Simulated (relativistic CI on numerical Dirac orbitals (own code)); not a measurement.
# Hyperfine structure of Tc XVII, mass number 99

Calculated at this level of theory: Dirac-Coulomb-Breit CI, orbitals from a KLI potential per configuration, model QED (radiative potential, 1s self-energy scaled to tabulated hydrogen-like ionisation energies), unscaled Slater integrals (own radial code, finite nucleus).

Configurations in the expansion (outside the closed core [Ne]): 3s2 3p6 3d9, 3s2 3p5 3d10, 3s 3p6 3d10, 3s2 3p6 3d8 4s, 3s2 3p6 3d8 4p, 3s2 3p6 3d8 4d, 3s2 3p6 3d7 4s2, 3s2 3p6 3d8 4f, 3s2 3p6 3d7 4s 4p, 3s2 3p5 3d9 4s, 3s2 3p6 3d8 5s, 3s2 3p4 3d10 4s, 3s2 3p6 3d7 4p2, 3s2 3p6 3d8 5p, 3s2 3p6 3d7 4s 4d, 3s2 3p5 3d9 4p. Levels of other configurations are missing.

Nuclear spin I = 9/2, μ = 5.678 μN, Q = -0.129 b (tables of Stone and Pyykkö). The electronic factors are computed for point nuclear moments, without core polarisation or the Bohr-Weisskopf and QED corrections.

```json
{"Level": "3s2 3p6 3d9 2D_5/2", "E (cm⁻¹)": "0", "A (GHz)": "5.533", "B (GHz)": "1.12"}
{"Level": "3s2 3p6 3d9 2D_3/2", "E (cm⁻¹)": "30866", "A (GHz)": "13.39", "B (GHz)": "0.828"}
{"Level": "3s2 3p5 3d10 2P°_3/2", "E (cm⁻¹)": "1397772", "A (GHz)": "28.83", "B (GHz)": "5.59"}
{"Level": "3s2 3p5 3d10 2P°_1/2", "E (cm⁻¹)": "1563300", "A (GHz)": "172.1", "B (GHz)": ""}
{"Level": "3s2 3p6 3d8 4s 4F_9/2", "E (cm⁻¹)": "2042847", "A (GHz)": "22.61", "B (GHz)": "0.623"}
{"Level": "3s2 3p6 3d8 4s 4F_7/2", "E (cm⁻¹)": "2052647", "A (GHz)": "-7.459", "B (GHz)": "0.511"}
{"Level": "3s2 3p6 3d8 4s 4F_5/2", "E (cm⁻¹)": "2072479", "A (GHz)": "6.575", "B (GHz)": "0.0137"}
{"Level": "3s2 3p6 3d8 4s 4F_3/2", "E (cm⁻¹)": "2075690", "A (GHz)": "-21.28", "B (GHz)": "-0.0445"}
```

Levels with J = 0, under 50 % of one LS term, or S terms without an open s electron are left out. Small factors come from cancelling terms and can be off by tens of per cent or more.

At this charge energies of transitions that change n are usually good to better than 1 %, and those within a shell (Δn = 0) to a few per cent.

Question: Give the hyperfine levels of 3s2 3p6 3d9 2D_5/2 relative to its centre of gravity.

Answer: With K = F(F + 1) − I(I + 1) − J(J + 1), E = AK/2 + B[¾K(K + 1) − I(I + 1)J(J + 1)]/[2I(2I − 1)J(2J − 1)]: F = 2: -75.56, F = 3: -59.3, F = 4: -37.49, F = 5: -10.01, F = 6: 23.27, F = 7: 62.52 GHz.

LS names give the leading component of a level, which can be under half, so a name can repeat, a term be missing and a line seem to break the LS rules.
